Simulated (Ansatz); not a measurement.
All numbers were calculated with Ansatz.

Basis-set series for H6InN, SMILES `[NH3+][InH3-]`. Total charge 0; spin multiplicity 1. In takes the def2 core potential. All single points use the PBE0-D4/def2-TZVP geometry.

```csv
functional,basis,functions,energy (Eh),HOMO (eV),LUMO (eV)
PBE0-D4,def2-SVP,70,-248.35624,-7.21,-0.14
PBE0-D4,def2-QZVPP,319,-248.44037,-7.31,-0.71
ωB97M-V,def2-SVP,70,-248.32380,-9.37,1.36
ωB97M-V,def2-QZVPP,319,-248.41386,-9.53,0.37
```

Task: Give the rows for def2-TZVPP. (Best estimate.)

Result: The calculation gave: 
```csv
functional,basis,functions,energy (Eh),HOMO (eV),LUMO (eV)
PBE0-D4,def2-TZVPP,165,-248.43490,-7.29,-0.55
ωB97M-V,def2-TZVPP,165,-248.40836,-9.51,0.67
```

Positive LUMOs are unbound and depend on the basis.
